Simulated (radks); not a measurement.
Question: Radial electron density D(r) = 4 pi r^2 rho(r) of an atom or ion with 4 electrons. Calculated with a radial shooting solver on a logarithmic mesh with Libxc functionals: non-relativistic Kohn-Sham, BLYP, spin-polarised, spherical densities, point nucleus.

| r (bohr) | D(r) (e/bohr) | spin D(r) |
|---|---|---|
| 0.00837 | 0.1012 | 0.00342 |
| 0.009287 | 0.1232 | 0.00416 |
| 0.01022 | 0.1476 | 0.00498 |
| 0.01134 | 0.1792 | 0.00605 |
| 0.01249 | 0.2142 | 0.00723 |
| 0.01385 | 0.2594 | 0.00876 |
| 0.01525 | 0.3091 | 0.0104 |
| 0.01692 | 0.3730 | 0.0126 |
| 0.01863 | 0.4427 | 0.0149 |
| 0.02067 | 0.5319 | 0.0179 |
| 0.02293 | 0.6372 | 0.0215 |
| 0.02525 | 0.7510 | 0.0253 |
| 0.02801 | 0.8943 | 0.0301 |
| 0.03083 | 1.047 | 0.0352 |
| 0.03421 | 1.238 | 0.0416 |
| 0.03766 | 1.440 | 0.0483 |
| 0.04179 | 1.687 | 0.0565 |
| 0.046 | 1.944 | 0.0649 |
| 0.05104 | 2.253 | 0.0750 |
| 0.05664 | 2.594 | 0.0861 |
| 0.06234 | 2.937 | 0.0971 |
| 0.06917 | 3.333 | 0.110 |
| 0.07614 | 3.718 | 0.122 |
| 0.08449 | 4.146 | 0.134 |
| 0.093 | 4.542 | 0.146 |
| 0.1032 | 4.958 | 0.158 |
| 0.1136 | 5.316 | 0.167 |
| 0.126 | 5.655 | 0.174 |
| 0.1399 | 5.925 | 0.179 |
| 0.154 | 6.093 | 0.180 |
| 0.1708 | 6.169 | 0.178 |
| 0.188 | 6.130 | 0.173 |
| 0.2086 | 5.959 | 0.164 |
| 0.2297 | 5.684 | 0.155 |
| 0.2548 | 5.267 | 0.146 |
| 0.2805 | 4.791 | 0.143 |
| 0.3113 | 4.206 | 0.148 |
| 0.3454 | 3.588 | 0.168 |
| 0.3802 | 3.026 | 0.205 |
| 0.4218 | 2.468 | 0.270 |
| 0.4643 | 2.032 | 0.357 |
| 0.5152 | 1.671 | 0.483 |
| 0.5672 | 1.449 | 0.626 |
| 0.6293 | 1.328 | 0.806 |
| 0.6927 | 1.309 | 0.987 |
| 0.7686 | 1.359 | 1.18 |
| 0.8529 | 1.442 | 1.35 |
| 0.9388 | 1.513 | 1.47 |
| 1.042 | 1.551 | 1.53 |
| 1.147 | 1.529 | 1.52 |
| 1.272 | 1.435 | 1.43 |
| 1.401 | 1.288 | 1.29 |
| 1.554 | 1.079 | 1.08 |
| 1.711 | 0.8652 | 0.865 |
| 1.898 | 0.6360 | 0.636 |
| 2.106 | 0.4333 | 0.433 |
| 2.318 | 0.2827 | 0.283 |
| 2.572 | 0.1635 | 0.164 |
| 2.832 | 0.09066 | 0.0907 |
| 3.142 | 0.04334 | 0.0433 |
| 3.459 | 0.01986 | 0.0199 |
| 3.838 | 0.007591 | 0.00759 |
| 4.224 | 0.002778 | 0.00278 |
| 4.687 | 0.0008138 | 0.000814 |

What is the nuclear charge?

Answer: Z = 6. The innermost maximum, from 1s, lies near 1/Z = 0.167 bohr (found: 0.174), and its height grows with Z. The density is that of the carbon ion C2+ in [He] 2s1 2p1; the configuration itself is not fixed sharply by these data. D(r) has 2 maxima, at r = 0.174, 1.06 bohr, and minima at 0.676 bohr, inside which lie 2.17 electrons.
